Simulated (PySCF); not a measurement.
Work out the structure from these simulated measurements.

Formula: Cl3FGe.

- NMR, other nuclei: isotropic shieldings of nuclei other than C and H, by class: 246 (1 F), 742 (3 Cl), 1233 (1 Ge) ppm [GIAO B3LYP/pcSseg-1 (pcSseg-2 on Ge)]
- Triplet: lowest triplet excitation (Tamm–Dancoff): 5.33 eV [TDA B3LYP/def2-SVPD]
- Dipole: 0.98 D [B3LYP/def2-SVPD]
- Rotational structure: rotational constants A, B, C: 1.653, 1.643, 1.187 GHz [PBE0-D3(BJ)/def2-SVP]
- Polarisability: 69.5 au [B3LYP/def2-SVPD]
- UV, strongest line: among the 15 lowest singlet transitions: S7/S8 at 7.89 eV (157 nm, f = 0.159 summed over these states) [TDDFT B3LYP/def2-SVPD]
- UV, first state: lowest singlet excitation: 5.72 eV (217 nm, f = 0.000) [TDDFT B3LYP/def2-SVPD]
- XPS: Cl2p3/2 206.9 (×3), F1s 692.5, Cl1s 2829.5 (×3) eV [ΔSCF SCAN, pcX-2 on the ionised atom, pcseg-1 elsewhere, spin-free X2C, 2p3/2 from a spin–orbit splitting computed afterwards within the 2p shell]

Electronic properties: PySCF, gas phase, density fitting. Levels stand in brackets. Isolated species at its PBE0-D3(BJ)/def2-SVP geometry, gas phase. The calculation (core ionisation apart) is non-relativistic and has no spin–orbit coupling, an omission that weighs most on germanium. NMR values are class means; diastereotopic atoms form classes of their own.

Q: What is the compound? Reason from the data.

A: The other shieldings belong to: 246 ppm, fluorine bonded to Ge; 742 ppm, chlorine bonded to Ge; 1233 ppm, germanium bonded to 3 Cl and F. The core levels belong to: Cl2p3/2 206.9 eV, chlorine bonded to Ge; F1s 692.5 eV, fluorine bonded to Ge; Cl1s 2829.5 eV, chlorine bonded to Ge. No core level of Ge was computed. The optimised geometry has point group C3v and is an oblate symmetric top (the spread among constants that symmetry makes equal is optimisation noise). Structure: `[F][Ge]([Cl])([Cl])[Cl]` (GeFCl3). The assignments are read from this structure; whether some other isomer fits the data as well wasn't checked.
